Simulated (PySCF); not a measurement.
**Electronic structure of Co- (cobalt, charge -1) at the UHF level**

Configuration: [Ar] 3d8 4s2, high-spin 3F determinant. Computed with PySCF 2.14 in aug-cc-pwCVQZ, with no relativity, point nucleus.

- Total energy: -1381.363095 hartree
- One-electron energy: -1924.1225 hartree
- Hartree (Coulomb) energy: 600.9611 hartree
- Exchange energy: -58.2017 hartree
- Kinetic energy: 1381.35499 hartree
- ⟨S²⟩: 2.1326
- ⟨L²⟩: 12.037
- Sum of ⟨r⟩: 27.45 bohr
- Sum of ⟨r²⟩: 84.27 bohr²
- Density at the nucleus (Gaussians lack the cusp): 13300 bohr⁻³
- Spin density at the nucleus: 0.699 bohr⁻³
- Langevin diamagnetic susceptibility: -66.7 ×10⁻⁶ cm³/mol

```json
{"shell": "1s α", "electrons": "1", "mean orbital energy (eV)": "-7692.0", "spread (eV)": "0", "rms radius, mean of both spins (bohr)": "0.0659"}
{"shell": "1s β", "electrons": "1", "mean orbital energy (eV)": "-7692.0", "spread (eV)": "0", "rms radius, mean of both spins (bohr)": "0.0659"}
{"shell": "2s α", "electrons": "1", "mean orbital energy (eV)": "-938.48", "spread (eV)": "0", "rms radius, mean of both spins (bohr)": "0.279"}
{"shell": "2s β", "electrons": "1", "mean orbital energy (eV)": "-936.71", "spread (eV)": "0", "rms radius, mean of both spins (bohr)": "0.279"}
{"shell": "2p α", "electrons": "3", "mean orbital energy (eV)": "-809.35", "spread (eV)": "0", "rms radius, mean of both spins (bohr)": "0.250"}
{"shell": "2p β", "electrons": "3", "mean orbital energy (eV)": "-807.67", "spread (eV)": "0", "rms radius, mean of both spins (bohr)": "0.250"}
{"shell": "3s α", "electrons": "1", "mean orbital energy (eV)": "-114.70", "spread (eV)": "0", "rms radius, mean of both spins (bohr)": "0.846"}
{"shell": "3s β", "electrons": "1", "mean orbital energy (eV)": "-109.73", "spread (eV)": "0", "rms radius, mean of both spins (bohr)": "0.846"}
{"shell": "3p α", "electrons": "3", "mean orbital energy (eV)": "-74.313", "spread (eV)": "0", "rms radius, mean of both spins (bohr)": "0.903"}
{"shell": "3p β", "electrons": "3", "mean orbital energy (eV)": "-68.373", "spread (eV)": "0", "rms radius, mean of both spins (bohr)": "0.903"}
{"shell": "3d α", "electrons": "5", "mean orbital energy (eV)": "-7.888", "spread (eV)": "1.432", "rms radius, mean of both spins (bohr)": "1.31"}
{"shell": "3d β", "electrons": "3", "mean orbital energy (eV)": "-5.379", "spread (eV)": "0", "rms radius, mean of both spins (bohr)": "1.31"}
{"shell": "4s α", "electrons": "1", "mean orbital energy (eV)": "-1.192", "spread (eV)": "0", "rms radius, mean of both spins (bohr)": "5.64"}
{"shell": "4s β", "electrons": "1", "mean orbital energy (eV)": "-0.068", "spread (eV)": "0", "rms radius, mean of both spins (bohr)": "5.64"}
```

⟨S²⟩ = 2.13 against 2.00 shows spin contamination. The outer electron is barely bound at this level, so radii and moments hang on the diffuse functions.

Spin-orbit constants ζ (cm⁻¹) from the X2C one-electron operator on these orbitals (non-relativistic here): bare nucleus, nucleus screened by l(l+1)(2l+1)/3 electrons, and screened by the Breit-Pauli mean field of the electrons.

```json
{"shell": "2p", "bare": "80220", "screened nucleus": "74280", "mean field": "n/a"}
{"shell": "3p", "bare": "9541", "screened nucleus": "8835", "mean field": "n/a"}
{"shell": "3d", "bare": "870.0", "screened nucleus": "547.8", "mean field": "n/a"}
```

To first order the Landé constant is A = -273.9 cm⁻¹, so the lowest level has J = 4 and lies 0.102 eV below the centre of the term. This holds in LS coupling only.
